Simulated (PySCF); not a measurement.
Species: C6H4O3.
Numbering: `[CH3:1][C:2]#[C:3][c:4]1[cH:5][o:6][c:7](=[O:8])[o:9]1` (hydrogens: H10, H11, H12 on C1; H13 on C5)

Structure used (GFN2-xTB), in Å, numbered top down from 1:
```xyz
13
C6H4O3 angstrom
C     -3.080    0.498    0.373
C     -1.668    0.258    0.238
C     -0.494    0.022    0.115
C      0.886   -0.182   -0.009
C      1.606   -1.261   -0.369
O      2.932   -0.936   -0.331
C      3.016    0.361    0.058
O      4.024    0.973    0.199
O      1.771    0.840    0.260
H     -3.483   -0.106    1.186
H     -3.255    1.551    0.592
H     -3.593    0.236   -0.552
H      1.333   -2.254   -0.656
```

Closed-shell single points with PySCF (density fitting; grid level 2 and gas phase unless stated) on one GFN2-xTB geometry.

Task: Rank these settings by the LUMO energy, lowest first.
A. wB97X-D/Sadlej pVTZ, IEF-PCM benzene, fitting basis def2-universal-jkfit
B. B3LYP/pcSseg-1, start guess huckel
C. PBE0/def2-SVPD
D. HCTH407/6-31G, IEF-PCM cyclohexane, fitting basis def2-universal-jkfit

Result: D (-1.77 eV), B (-1.31 eV), C (-1.15 eV), A (0.76 eV).

Task: Rank these settings by the HOMO energy, lowest first.
A. PBE0/def2-SVPD
B. B3LYP/pcSseg-1, start guess huckel
C. wB97X-D/Sadlej pVTZ, IEF-PCM benzene, fitting basis def2-universal-jkfit
D. HCTH407/6-31G, IEF-PCM cyclohexane, fitting basis def2-universal-jkfit

Result: C (-8.53 eV), A (-6.95 eV), B (-6.72 eV), D (-5.84 eV).

All figures of these runs:

```json
{"settings": "PBE0/def2-SVPD", "basis functions": "221", "SCF cycles": "15", "E (Eh)": "-455.8276", "HOMO (eV)": "-6.95", "LUMO (eV)": "-1.15", "dipole (D)": "5.95"}
{"settings": "B3LYP/pcSseg-1, start guess huckel", "basis functions": "173", "SCF cycles": "17", "E (Eh)": "-456.6064", "HOMO (eV)": "-6.72", "LUMO (eV)": "-1.31", "dipole (D)": "5.99"}
{"settings": "HCTH407/6-31G, IEF-PCM cyclohexane, fitting basis def2-universal-jkfit", "basis functions": "89", "SCF cycles": "13", "E (Eh)": "-456.3985", "HOMO (eV)": "-5.84", "LUMO (eV)": "-1.77", "dipole (D)": "6.75"}
{"settings": "wB97X-D/Sadlej pVTZ, IEF-PCM benzene, fitting basis def2-universal-jkfit", "basis functions": "252", "SCF cycles": "11", "E (Eh)": "-456.6017", "HOMO (eV)": "-8.53", "LUMO (eV)": "0.76", "dipole (D)": "6.60"}
```

wB97X-D ran without the empirical dispersion term, which would shift the total energy alone. Cycle counts include a coarse-grid stage where the run had one. Geometry: GFN2-xTB; no vibrations or thermal averaging.
